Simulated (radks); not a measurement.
Results of a calculation; reference values are marked as such.
Q: Ionisation of the chromium ion Cr2+, [Ar] 3d4, to Cr3+, [Ar] 3d3, under several functionals. Dirac Kohn-Sham, spin-unpolarised, spherical densities, point nucleus; open shells fill j = l - 1/2 first; a radial shooting solver on a logarithmic mesh with Libxc functionals. The NIST Atomic Spectra Database gives 30.96 eV (measured). Rank these functionals by the error of their Delta-SCF ionisation energy: XLYP; LDA (Slater exchange, Perdew-Wang correlation); RPBE; BP86; PBEsol; BLYP; exchange-only PBE; PW91; exchange-only LDA.

A: From best to worst: PW91 30.876 eV (-0.083); LDA (Slater exchange, Perdew-Wang correlation) 31.058 eV (+0.099); XLYP 30.829 eV (-0.130); BP86 30.828 eV (-0.131); BLYP 30.776 eV (-0.183); PBEsol 30.734 eV (-0.225); RPBE 30.694 eV (-0.265); exchange-only PBE 29.721 eV (-1.238); exchange-only LDA 29.475 eV (-1.484). Spin polarisation and multiplet splitting are left out, so open shells lie too high by an amount that depends on their filling.

Beside tabulated values, note that spin-unpolarised runs miss the spin-polarisation part of the exchange energy of open shells.
